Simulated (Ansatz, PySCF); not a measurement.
Species: C4H8, charge 0, singlet. C4H8 (SMILES C/C=C/C).
B3LYP-D3(BJ)/def2-TZVP minimum from Ansatz (a program for electronic structure):
```xyz
12

C     -1.9511     0.1325    -0.0440
C     -0.5069     0.2933     0.3131
C      0.5069    -0.2933    -0.3131
C      1.9511    -0.1325     0.0440
H     -2.0781    -0.5365    -0.8965
H     -2.4059     1.0950    -0.2963
H     -2.5235    -0.2738     0.7952
H     -0.2899     0.9466     1.1559
H      0.2899    -0.9466    -1.1559
H      2.0781     0.5365     0.8965
H      2.5235     0.2738    -0.7952
H      2.4059    -1.0950     0.2963
```
Charge 0, spin multiplicity 1.

Atomisation energy term by term, kcal/mol (programs: Ansatz). Open shells are spin-unrestricted; no spin-orbit coupling. Correlated methods leave the cores frozen. Rows without X2C or -DK are non-relativistic. CBS(X,Y): correlation extrapolated as X^-3, Hartree-Fock from the larger set. A bracket is a step between two methods taken in the basis named. '+ core + X2C': CCSD(T) terms for core correlation (cc-pwCVTZ) and scalar relativity (cc-pVTZ-DK). Where a partner has so few electrons that a lower coupled-cluster level is exact, that level stands in.

```tsv
term	basis	kcal/mol
Hartree-Fock	cc-pVQZ	881.72
CCSD correlation	CBS(cc-pVTZ,cc-pVQZ)	258.08
(T)	CBS(cc-pVTZ,cc-pVQZ)	15.24
CCSDT(Q) - CCSD(T)	cc-pVDZ	0.54
core correlation	cc-pwCVTZ	4.61
scalar relativity	X2C, cc-pVTZ-DK	-0.72
minus zero-point energy	harmonic, PySCF's Hessian at B3LYP-D3(BJ)/def2-TZVP	-67.51
sum: D0		1092.0
```
